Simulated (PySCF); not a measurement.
Calculation: PBE-D3(BJ)/def2-TZVP // PBE0-D4/def2-TZVP in PySCF 2.14.0. All species are isolated molecules in the gas phase. Excitations are Tamm–Dancoff values on a coarser integration grid. The basis has no diffuse functions, so Rydberg states are missing or too high.

Reference species (SMILES): `[SiH3]Cl` (neutral, multiplicity 1).

```
Property                   Value
----------------------  --------
S1 oscillator strength     0.008
HOMO                    -7.65 eV
S1–T1 gap (TDA)          0.36 eV
```

Changed species: `CC#C[SiH2]Cl` (X = propynyl; the reference has X = H).

Question: Give the shifts of the S1 oscillator strength, HOMO and S1–T1 gap (TDA).

Answer: the S1 oscillator strength is nearly the same; the HOMO goes up by 0.88 eV, to -6.77 eV; the S1–T1 gap (TDA) goes up by 0.30 eV, to 0.66 eV.
